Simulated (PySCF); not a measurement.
Electron correlation in Se (selenium, neutral)

[Ar] 3d10 4s2 4p4, high-spin 3P determinant. All numbers are calculated (PySCF 2.14, scalar relativity through the core potential, in cc-pVTZ-PP with ECP10MDF). Frozen: 3s2 3p6 3d10; 6 electrons correlated.

MP2 pair energies summed by pair of shells (mhartree):

```json
{"pair": "4s-4p", "energy": "-46.55", "share (%)": "46.5"}
{"pair": "4p-4p", "energy": "-44.84", "share (%)": "44.8"}
{"pair": "4s-4s", "energy": "-8.73", "share (%)": "8.7"}
```

Total MP2 correlation energy: -100.12 mhartree.

Same-spin part -22.91 and opposite-spin part -77.21 mhartree; SCS-MP2 scales them by 1/3 and 6/5 to -100.29 mhartree.

```json
{"level": "CCSD", "correlation energy (mhartree)": "-118.93"}
{"level": "(T)", "correlation energy (mhartree)": "-3.57"}
{"level": "CCSD(T)", "correlation energy (mhartree)": "-122.50"}
```

Diagnostics: T1 = 0.0080, D1 = 0.0248, largest double amplitude 0.054.

Problem. Is a single reference adequate?

Solution. Yes, within this model without spin-orbit coupling: T1 lies below 0.03 and no double amplitude reaches 0.07.
